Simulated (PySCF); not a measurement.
## Bond length, frequency and bond energy of TeO by level of theory

State: ³Σ⁻ (triplet), unpaired electrons π ↑↑. Set-up: Te aug-cc-pVDZ-PP with ECP28, O aug-cc-pVDZ; scalar-relativistic core potentials (PySCF 2.14). De refers to Te + O in their high-spin ground configurations, without counterpoise correction. The functionals are run spin-unrestricted. A positive dipole means Te(−)O(+). Levels whose curve was spin-contaminated or gave no clean fit are not listed.

| Level | Re (Å) | ωe (cm⁻¹) | De (eV) | μ (D) |
| --- | --- | --- | --- | --- |
| ROHF | 1.795 | 937 | 0.391 | -3.96 |
| ROHF-CCSD | 1.852 | 806 | 3.28 | n/a |
| ROHF-CCSD(T) | 1.869 | 776 | 3.64 | n/a |
| PBE | 1.878 | 761 | 4.64 | -2.78 |
| TPSS | 1.873 | 771 | 4.27 | -2.73 |
| r²SCAN | 1.858 | 797 | 4.13 | -2.79 |
| B3LYP | 1.862 | 791 | 3.93 | -2.96 |
| PBE0 | 1.844 | 825 | 3.82 | -2.95 |
| ωB97X | 1.838 | 849 | 3.84 | -3.11 |
| B2PLYP | 1.875 | 750 | 4.00 | -3.26 |

The bond length runs from 1.795 Å (ROHF) to 1.878 Å (PBE). De spans 0.39 eV (ROHF, mean field) to 4.64 eV (PBE, GGA). Correlation at CCSD(T) changes the Hartree–Fock bond energy by +3.25 eV; the triples alone change it by +0.36 eV.

Correlated steps freeze 5 core orbitals. Correlated levels converge slowly with the basis: in double zeta they bind strong bonds too weakly, by up to about 1 eV, and carry superposition errors of some tenths. Spin–orbit coupling is left out, which matters for elements this heavy, above all for dissociation energies. B2PLYP dipoles, levels and charges come from its SCF part alone. The state is the lowest determinant that a PBE0 search found; another state may lie lower at other levels.

The whole job (state search and all levels along the bond) took about 4.4 min on 1 thread of Oxide Virtual Turin-like (shared host), peak memory 0.7 GiB.
